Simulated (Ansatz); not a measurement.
FeO₃, relaxed as a quintet with UKS PBE0-D4/def2-TZVP in Ansatz, starting from the PBE0-D4/def2-TZVP geometry of the neutral singlet. Force threshold 0.02 eV/Å.

The structure holds one bond between oxygen atoms, so isomers without such links may lie far lower. The charge 0 quintet is spin-contaminated (final ⟨S²⟩ up to 6.89, 6.00 for a pure state). At PBE0-D4/def2-TZVP a triplet of charge 0 lies 0.19 eV below the quintet, each at its own geometry. The structure comes from a short search, and lower isomers may exist.

Start:

```xyz
4

Fe   -0.192    0.261   -0.671
O     0.546   -0.745    1.915
O     0.226   -0.309    0.796
O    -0.581    0.792   -2.039
```

```json
{"step": "1", "energy (eV)": "-40513.4047", "largest force component (eV/Å)": "4.771", "SCF passes": "58"}
{"step": "2", "energy (eV)": "-40513.9511", "largest force component (eV/Å)": "1.942", "SCF passes": "32"}
{"step": "3", "energy (eV)": "-40514.1221", "largest force component (eV/Å)": "0.431", "SCF passes": "31"}
{"step": "4", "energy (eV)": "-40514.1310", "largest force component (eV/Å)": "0.114", "SCF passes": "32"}
{"step": "5", "energy (eV)": "-40514.1312", "largest force component (eV/Å)": "0.004", "SCF passes": "33"}
```

Force components are those of the run's own axes.

End:

```tsv
atom	x (Å)	y (Å)	z (Å)
Fe1	-0.208	0.283	-0.727
O2	0.580	-0.791	2.034
O3	0.253	-0.345	0.888
O4	-0.625	0.853	-2.194
```

By distances, no bond broke or formed. The bond that changes most is Fe1–O3, from 1.63 to 1.79 Å (atoms count from 1).

No frequencies were taken in this run, so the end may be a saddle point.

It took 22 s on 4 threads of Intel Xeon on a shared host.
